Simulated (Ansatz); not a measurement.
ZnSiH5Cl, singlet: a relaxation.

Input (in.yaml):

```yaml
crystal:
  periodic: [false, false, false]
  atoms:
    - {symbol: Zn, position_ang: [-0.477744, -1.013309, -1.314622]}
    - {symbol: Si, position_ang: [0.887733, -0.312339, 0.589110]}
    - {symbol: Cl, position_ang: [-2.201506, 0.276381, -1.892794]}
    - {symbol: H, position_ang: [-0.632093, 0.985195, -0.147938]}
    - {symbol: H, position_ang: [-1.005754, 0.837634, -0.435142]}
    - {symbol: H, position_ang: [-0.081557, -0.635982, 1.689772]}
    - {symbol: H, position_ang: [1.460801, 1.058894, 0.882408]}
    - {symbol: H, position_ang: [2.050119, -1.196674, 0.629207]}
basis:
  gaussian: {orbitals: def2-TZVP}
hamiltonian: {xc: pbe0, dispersion: d4}
relax: {f_tol: 0.005, max_steps: 200}
```

Command:

```bash
ansatz run in.yaml --threads 4 --pin off --events-out ev --progress --plain --max-ram 9574MiB
```

Output of Ansatz 0.2.0:

```
Functional definition: PBE0
  name "PBE0"
  cite "Adamo & Barone, J. Chem. Phys. 110, 6158 (1999) doi:10.1063/1.478522"
  cite "Perdew, Burke & Ernzerhof, Phys. Rev. Lett. 77, 3865 (1996) doi:10.1103/PhysRevLett.77.3865"
  parent pbe
  parameter a = 0.25
  parameter kappa = 0.804
  parameter beta = 0.06672455060314922
  exchange = (1 - a)*pbe_x(kappa = kappa, mu = beta*pi^2/3) + a*exact_x
  correlation = pbe_c(beta = beta)
1297 factors; their error is unknown
mean field evaluation 1: about -68881.2468 eV, gradient 4.0e1 eV
mean field evaluation 2: about -68878.2064 eV, gradient 7.5e1 eV
mean field evaluation 4: about -68884.3578 eV, gradient 2.4e0 eV
mean field evaluation 8: about -68884.5211 eV, gradient 4.4e-2 eV
mean field -68884.52111677 eV, -2531.4594594359 hartree, gradient 4.7e-5 eV, S^2 0.000000; 0 other end points of the search recorded, 0 dependent functions left out
the calculation of the forces begins
reference -68884.52115070 eV, -2531.4594606829 hartree; 33, 33 occupied and 119, 119 virtual orbitals, 1297 factors
relax step   1: F+E_penalty+E_count = -68884.66716012 eV  Δ(F+E_penalty+E_count) = +0.000e0 eV  max|allowed force component| = 1.752e1 eV/Å  Δτ_max = 0.0000 Å  (26 SCF iters, accepted)
relax step   2: F+E_penalty+E_count = -68887.41132968 eV  Δ(F+E_penalty+E_count) = -2.744e0 eV  max|allowed force component| = 2.085e0 eV/Å  Δτ_max = 0.1939 Å  (28 SCF iters, accepted)
relax step   3: F+E_penalty+E_count = -68888.04219949 eV  Δ(F+E_penalty+E_count) = -6.309e-1 eV  max|allowed force component| = 7.694e-1 eV/Å  Δτ_max = 0.1949 Å  (30 SCF iters, accepted)
relax step   4: F+E_penalty+E_count = -68888.41128190 eV  Δ(F+E_penalty+E_count) = -3.691e-1 eV  max|allowed force component| = 4.553e-1 eV/Å  Δτ_max = 0.1950 Å  (29 SCF iters, accepted)
relax step   5: F+E_penalty+E_count = -68888.61695123 eV  Δ(F+E_penalty+E_count) = -2.057e-1 eV  max|allowed force component| = 2.601e-1 eV/Å  Δτ_max = 0.1950 Å  (28 SCF iters, accepted)
relax step   6: F+E_penalty+E_count = -68888.72938670 eV  Δ(F+E_penalty+E_count) = -1.124e-1 eV  max|allowed force component| = 2.187e-1 eV/Å  Δτ_max = 0.1950 Å  (28 SCF iters, accepted)
relax step   7: F+E_penalty+E_count = -68888.80134096 eV  Δ(F+E_penalty+E_count) = -7.195e-2 eV  max|allowed force component| = 1.055e-1 eV/Å  Δτ_max = 0.1999 Å  (29 SCF iters, accepted)
relax step   8: F+E_penalty+E_count = -68888.83753387 eV  Δ(F+E_penalty+E_count) = -3.619e-2 eV  max|allowed force component| = 1.372e-1 eV/Å  Δτ_max = 0.2000 Å  (28 SCF iters, accepted)
relax step   9: F+E_penalty+E_count = -68888.83561302 eV  Δ(F+E_penalty+E_count) = +1.921e-3 eV  max|allowed force component| = 3.304e-1 eV/Å  Δτ_max = 0.1578 Å  (28 SCF iters, rejected (line search))
relax step  10: F+E_penalty+E_count = -68888.84618271 eV  Δ(F+E_penalty+E_count) = -8.649e-3 eV  max|allowed force component| = 3.330e-2 eV/Å  Δτ_max = 0.0762 Å  (27 SCF iters, accepted)
relax step  11: F+E_penalty+E_count = -68888.84995308 eV  Δ(F+E_penalty+E_count) = -3.770e-3 eV  max|allowed force component| = 3.876e-2 eV/Å  Δτ_max = 0.0951 Å  (29 SCF iters, accepted)
relax step  12: F+E_penalty+E_count = -68888.85165694 eV  Δ(F+E_penalty+E_count) = -1.704e-3 eV  max|allowed force component| = 5.373e-2 eV/Å  Δτ_max = 0.1279 Å  (29 SCF iters, accepted)
relax step  13: F+E_penalty+E_count = -68888.85266685 eV  Δ(F+E_penalty+E_count) = -1.010e-3 eV  max|allowed force component| = 7.914e-2 eV/Å  Δτ_max = 0.0664 Å  (29 SCF iters, accepted)
relax step  14: F+E_penalty+E_count = -68888.85309151 eV  Δ(F+E_penalty+E_count) = -4.247e-4 eV  max|allowed force component| = 1.334e-1 eV/Å  Δτ_max = 0.0472 Å  (27 SCF iters, accepted)
relax step  15: F+E_penalty+E_count = -68888.85395574 eV  Δ(F+E_penalty+E_count) = -8.642e-4 eV  max|allowed force component| = 8.554e-2 eV/Å  Δτ_max = 0.0254 Å  (29 SCF iters, accepted)
relax step  16: F+E_penalty+E_count = -68888.85488596 eV  Δ(F+E_penalty+E_count) = -9.302e-4 eV  max|allowed force component| = 1.248e-2 eV/Å  Δτ_max = 0.0661 Å  (28 SCF iters, accepted)
relax step  17: F+E_penalty+E_count = -68888.85518473 eV  Δ(F+E_penalty+E_count) = -2.988e-4 eV  max|allowed force component| = 2.835e-2 eV/Å  Δτ_max = 0.0651 Å  (28 SCF iters, accepted)
relax step  18: F+E_penalty+E_count = -68888.85535171 eV  Δ(F+E_penalty+E_count) = -1.670e-4 eV  max|allowed force component| = 3.663e-2 eV/Å  Δτ_max = 0.0182 Å  (29 SCF iters, accepted)
relax step  19: F+E_penalty+E_count = -68888.85547853 eV  Δ(F+E_penalty+E_count) = -1.268e-4 eV  max|allowed force component| = 9.296e-4 eV/Å  Δτ_max = 0.0223 Å  (22 SCF iters, accepted)
relax step  20: F+E_penalty+E_count = -68888.85550304 eV  Δ(F+E_penalty+E_count) = -2.450e-5 eV  max|allowed force component| = 2.940e-3 eV/Å  Δτ_max = 0.0181 Å  (23 SCF iters, accepted)
relax step  21: F+E_penalty+E_count = -68888.85551057 eV  Δ(F+E_penalty+E_count) = -7.526e-6 eV  max|allowed force component| = 3.937e-3 eV/Å  Δτ_max = 0.0147 Å  (22 SCF iters, accepted)
Total energy: -68888.85554702 eV, -2531.6187468097 hartree
Atom 0 at    -0.471814    -0.634815    -1.017303 Å, force    -0.003603    -0.000272    -0.003937 eV/Å
Atom 1 at     1.152180    -0.714325     0.677663 Å, force     0.000485    -0.002672     0.002333 eV/Å
Atom 2 at    -1.930466    -0.583820    -2.554049 Å, force     0.002419     0.000083     0.002535 eV/Å
Atom 3 at    -1.432326     2.147513     0.152348 Å, force    -0.001525    -0.000667    -0.002455 eV/Å
Atom 4 at    -1.858638     1.968194    -0.435557 Å, force     0.001336     0.000767     0.002392 eV/Å
Atom 5 at     0.512161    -0.932832     2.003364 Å, force     0.000029     0.000094    -0.000602 eV/Å
Atom 6 at     1.906744     0.567156     0.733019 Å, force     0.001406     0.002228    -0.000001 eV/Å
Atom 7 at     2.122159    -1.817272     0.440516 Å, force    -0.000546     0.000439    -0.000265 eV/Å
Dipole moment:     0.280624     0.018278     0.317570 e Å

[the SCF lines of later steps are left out]
```

The lines “mean field evaluation” count trial sets of orbitals through the whole run, from several starts and some on an approximate energy, so they need not fall steadily or lie above the final value.

The run took about 110 s on 4 CPU threads of an Intel Xeon (shared host).
